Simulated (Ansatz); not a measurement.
Frontier orbitals of `N[BH][SnH]([F])[Cl]`.

```xyz
9

N     1.298   -1.011   -0.182
B     0.278   -0.482   -0.937
Sn   -0.932    1.005    0.231
F     0.091    0.920    1.884
Cl   -3.021    0.157    0.829
H     1.934   -1.712   -0.529
H     1.463   -0.740    0.777
H     0.080   -0.807   -2.066
H    -1.191    2.671   -0.005
```

The species carries charge 0 and has multiplicity 1. Correlated methods include outer-core shells of Sn, which these sets cover unevenly. Sn takes the def2 core potential. Geometry: relaxed with PBE0-D4/def2-TZVP. It is one conformer, not always the lowest. Basis def2-TZVPP, the Gaussian-basis code of Ansatz.

Orbital energies of one run (eV). Highest occupied ones, from the top: -10.72, -11.68, -11.97, -12.38, -12.70, -13.59, -13.92, -14.06, -14.83, -17.32, -18.41, -19.11, -25.44, -28.43. Empty: 0.68, 1.45, 1.98, 2.81, 3.13, 3.63.

Task: Which functional gave them?
A. LDA (SPW92)
B. HSE06 (plane-wave form)
C. LC-ωPBE
D. ωB97M-V

Result: C. HOMO energies: LC-ωPBE -10.72, HSE06 -7.70, ωB97M-V -10.20, LDA (SPW92) -6.96 eV.

LC-ωPBE has ω = 0.4 bohr⁻¹.
